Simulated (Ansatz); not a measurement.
**Molecular dynamics, step by step**

SiN2H4O (SMILES N#N.[SiH3]O), closed shell, r2SCAN-D4/def2-SVPD (Ansatz 0.2.0). Settings (timestep in fs, temperature in K; T counts 18 degrees of freedom):

```yaml
hamiltonian: {xc: r2scan, dispersion: d4}
md: {n_steps: 80, timestep: 0.5, temperature: 200, ensemble: nvt_nose_hoover, seed: 263, initial_velocities: maxwell_boltzmann}
```

Start (the SMILES describes the start alone):

| atom | x (Å) | y (Å) | z (Å) |
| --- | --- | --- | --- |
| N1 | -0.3902 | -0.0880 | -2.6235 |
| N2 | -0.5042 | -0.0570 | -3.7064 |
| Si3 | 0.0434 | -0.0724 | 0.6825 |
| O4 | 0.2120 | -0.1462 | 2.3214 |
| H5 | 1.3663 | -0.0705 | 0.0001 |
| H6 | -0.7232 | -1.2806 | 0.3046 |
| H7 | -0.6929 | 1.1527 | 0.2670 |
| H8 | 0.6889 | 0.5622 | 2.7542 |

```csv
step,time (fs),potential energy less the start (meV),kinetic energy (meV),T (K)
0,0.00,0.0,155.1,200
5,2.50,28.7,126.6,163
10,5.00,59.9,95.3,123
15,7.50,96.9,58.6,76
20,10.00,81.0,74.4,96
25,12.50,47.2,108.3,140
30,15.00,15.5,140.5,181
35,17.50,-5.0,161.1,208
40,20.00,30.1,126.7,163
45,22.50,61.6,95.4,123
50,25.00,92.5,64.8,84
55,27.50,101.2,56.6,73
60,30.00,54.0,103.7,134
65,32.50,28.8,129.9,167
70,35.00,6.0,153.3,198
75,37.50,16.6,143.5,185
80,40.00,71.4,89.6,116
```

Step 5, positions (Å) and forces (eV/Å):

| atom | x | y | z | Fx | Fy | Fz |
| --- | --- | --- | --- | --- | --- | --- |
| N1 | -0.389 | -0.085 | -2.618 | 0.129 | -0.026 | 1.151 |
| N2 | -0.509 | -0.061 | -3.706 | -0.127 | 0.026 | -1.141 |
| Si3 | 0.050 | -0.076 | 0.683 | 0.104 | 0.447 | -0.989 |
| O4 | 0.201 | -0.147 | 2.314 | 0.510 | 0.394 | 1.557 |
| H5 | 1.369 | 0.010 | -0.005 | 0.138 | -0.258 | -0.021 |
| H6 | -0.741 | -1.253 | 0.319 | -0.106 | -0.357 | -0.172 |
| H7 | -0.642 | 1.162 | 0.273 | -0.317 | 0.275 | -0.086 |
| H8 | 0.681 | 0.565 | 2.774 | -0.331 | -0.500 | -0.300 |

Step 55, positions (Å) and forces (eV/Å):

```json
{"atom": "N1", "x": "-0.378", "y": "-0.057", "z": "-2.595", "Fx": "0.398", "Fy": "0.095", "Fz": "2.122"}
{"atom": "N2", "x": "-0.557", "y": "-0.098", "z": "-3.668", "Fx": "-0.369", "Fy": "-0.086", "Fz": "-2.140"}
{"atom": "Si3", "x": "0.107", "y": "-0.041", "z": "0.635", "Fx": "-0.331", "Fy": "-0.874", "Fz": "0.739"}
{"atom": "O4", "x": "0.125", "y": "-0.184", "z": "2.351", "Fx": "0.281", "Fy": "0.727", "Fz": "-0.679"}
{"atom": "H5", "x": "1.486", "y": "-0.218", "z": "0.101", "Fx": "0.140", "Fy": "0.552", "Fz": "-0.065"}
{"atom": "H6", "x": "-0.558", "y": "-1.285", "z": "0.131", "Fx": "-0.202", "Fy": "0.211", "Fz": "0.227"}
{"atom": "H7", "x": "-0.678", "y": "1.166", "z": "0.192", "Fx": "0.394", "Fy": "-0.108", "Fz": "0.067"}
{"atom": "H8", "x": "0.567", "y": "0.552", "z": "2.818", "Fx": "-0.310", "Fy": "-0.516", "Fz": "-0.271"}
```

Step 75, positions (Å) and forces (eV/Å):

| atom | x | y | z | Fx | Fy | Fz |
| --- | --- | --- | --- | --- | --- | --- |
| N1 | -0.369 | -0.044 | -2.579 | 0.014 | -0.024 | -0.198 |
| N2 | -0.578 | -0.113 | -3.660 | 0.020 | 0.017 | 0.170 |
| Si3 | 0.123 | -0.046 | 0.649 | 0.310 | 0.035 | -0.842 |
| O4 | 0.098 | -0.191 | 2.305 | 0.165 | 0.569 | 0.821 |
| H5 | 1.556 | 0.021 | 0.155 | -0.335 | -0.217 | 0.053 |
| H6 | -0.622 | -1.255 | 0.172 | 0.191 | 0.202 | 0.007 |
| H7 | -0.498 | 1.212 | 0.110 | -0.123 | -0.128 | 0.264 |
| H8 | 0.508 | 0.524 | 2.825 | -0.241 | -0.454 | -0.276 |

Last step (80):

| atom | x (Å) | y (Å) | z (Å) |
| --- | --- | --- | --- |
| N1 | -0.3675 | -0.0411 | -2.5838 |
| N2 | -0.5822 | -0.1168 | -3.6501 |
| Si3 | 0.1293 | -0.0488 | 0.6516 |
| O4 | 0.0915 | -0.1895 | 2.2942 |
| H5 | 1.5556 | 0.0846 | 0.1677 |
| H6 | -0.6465 | -1.2492 | 0.1808 |
| H7 | -0.4668 | 1.2399 | 0.1107 |
| H8 | 0.4831 | 0.4961 | 2.8246 |

Hardware: 4 CPU threads of an Intel Xeon Platinum 8259CL, shared host. Wall time about 100 s.
